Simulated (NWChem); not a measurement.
System: CHCuO; SMILES [O+]#[C-]->[CuH]

Results from NWChem. Medium grid unless said otherwise, to which SCAN and Minnesota functionals are sensitive. Structure relaxed at the PBE0/def2-SVP level.

Order these by “orbital gap (eV)”, lowest first: B3LYP/def2-SVP; M06-2X/def2-SVP; HCTH/407/def2-SVP; LC-BLYP (range parameter 0.33 per bohr)/def2-SVP.

HCTH/407/def2-SVP (2.50), B3LYP/def2-SVP (4.20), M06-2X/def2-SVP (6.41), LC-BLYP (range parameter 0.33 per bohr)/def2-SVP (9.22)
